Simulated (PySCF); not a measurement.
C5H9NO.
Atom-mapped SMILES: `[CH3:1][C:2](=[O:3])[NH:4][CH:5]1[CH2:6][CH2:7]1` (hydrogens: H8, H9, H10 on C1; H11 on N4; H12 on C5; H13, H14 on C6; H15, H16 on C7)

Torsions of this conformer, `[CH3:1][C:2](=[O:3])[NH:4][CH:5]1[CH2:6][CH2:7]1`: C1–C2–N4–C5 180°, C2–N4–C5–C6 -145°.

The closed-shell ground state was solved at several levels (PySCF, density fitting, gas phase, non-relativistic). The structure is a single GFN2-xTB conformer in the gas phase; no vibrational or solvent corrections.

```tsv
level	basis functions	total energy (Eh)	HOMO (eV)	LUMO (eV)	gap (eV)	dipole (D)
wB97X-D/def2-SVPD	215	-325.5866	-8.77	2.12	10.89	3.94
B3LYP/pcJ-1	279	-325.9278	-6.59	0.67	7.26	3.80
PBE0/pcSseg-1	164	-325.4961	-6.84	0.93	7.77	3.82
```

Task: Estimate the row for PBE0/def2-SVPD, a basis of 215 functions; the other rows only guide the guess.

Result: Total energy -325.3206 Eh, HOMO -6.93 eV, LUMO 0.45 eV, gap 7.38 eV, dipole 3.91 D.

Task: Over all these levels, which gives the widest orbital gap and which the narrowest?

Result: wB97X-D/def2-SVPD (range-separated hybrid) has the widest, 10.89 eV, and B3LYP/pcJ-1 (global hybrid, 20 % exact exchange) the narrowest, 7.26 eV. Functional and basis both differ between the two, so the spread mixes both effects.

Task: How far do the dipole and the HOMO energy spread over the levels?

Result: The dipole runs from 3.80 to 3.94 D (mean 3.87 D) and the HOMO from -8.77 to -6.59 eV.

wB97X-D is run here without its empirical dispersion term; that term would change no orbital, density or response property at a fixed geometry.
